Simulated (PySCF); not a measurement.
Structure problem from calculated spectra and properties.

Elements present: C, F, H and P. Monoisotopic mass: 197.9975 u.

* NMR, other nuclei: isotropic shieldings of nuclei other than C and H, by class: 258 (1 F), 289 (1 F), 382 (1 F), 360 (1 P), 487 (1 P) ppm [GIAO PBE0/pcSseg-1]
* Rotational structure: rotational constants A, B, C: 0.870, 0.603, 0.401 GHz [GFN2-xTB]
* 1H NMR: chemical shifts (computed TMS as zero) by class: 2.85 (2 H), 2.68 (2 H), 1.84 (2 H), 1.51 (1 H) ppm [GIAO PBE0/pcSseg-1]
* Dipole: 1.23 D [PBE0/pcSseg-1]
* 13C NMR: chemical shifts (computed TMS as zero) by class: 169.5 (1 C), 137.6 (1 C), 84.0 (1 C), 77.4 (1 C), 24.3 (1 C), 8.9 (1 C) ppm [GIAO PBE0/pcSseg-1]

The electronic properties come from PySCF, for the isolated species, density fitting. Levels stand in brackets. One conformer (not necessarily the lowest) at the GFN2-xTB geometry, without solvent, vibrations or thermal averaging. NMR classes are plain means over equivalent atoms (diastereotopic ones count apart unless rotation or inversion swaps them), as if these changed places fast.

Problem. Which formula fits the mass and the elements?

Solution. C6H7F3P2 (calculated 197.9975). No other formula that holds each of these elements comes within 0.0003 u with a fitting electron parity and a possible valence count.

Problem. What is the compound? Reason from the data.

Solution. Numbering: `[CH:1]#[C:2][CH2:3][P:4]([CH2:5][PH2:6])[C:7]([F:8])=[C:9]([F:10])[F:11]`. 6 carbons fall into 6 classes; from least to most shielded: =CF2 carbon [C9] (169.5 ppm), vinylic C–F carbon [C7] (137.6 ppm), alkyne carbon [C2] (84.0 ppm), terminal alkyne carbon [C1] (77.4 ppm), sp3 carbon bound to phosphorus [C3] (24.3 ppm), sp3 carbon bound to phosphorus [C5] (8.9 ppm). Hydrogen classes from least to most shielded: 2 H on a phosphine phosphorus, P6 (2.85 ppm), 2 H on an sp3 carbon bound to phosphorus, C3 (2.68 ppm), 2 H on an sp3 carbon bound to phosphorus, C5 (1.84 ppm), 1 H on a terminal alkyne carbon, C1 (1.51 ppm). The other shieldings belong to: 258 ppm, vinyl fluorine [F10]; 289 ppm, vinyl fluorine [F11]; 382 ppm, vinyl fluorine [F8]; 360 ppm, phosphine phosphorus [P4]; 487 ppm, phosphine phosphorus [P6]. The optimised geometry has point group C1 and is an asymmetric top. Structure: `FC(P(CP)CC#C)=C(F)F`. Computed isomers that give other values at the same levels: `CCP(C#CP)C(F)=C(F)F` (13C chemical shifts (computed TMS as zero) by class: 169.1 (1 C), 137.0 (1 C), 108.4 (1 C), 105.6 (1 C), 24.6 (1 C), 11.2 (1 C) ppm). The assignments are read from this structure; whether some other isomer fits the data as well wasn't checked.

The values belong to the conformer `[CH:1]#[C:2][CH2:3][P:4]([CH2:5][PH2:6])[C:7]([F:8])=[C:9]([F:10])[F:11]`: C2–C3–P4–C5 71°, C3–P4–C5–P6 -179°, C3–P4–C7–F8 -99°, H–P6–C5–P4 -45°, H–P6–C5–P4 47°.
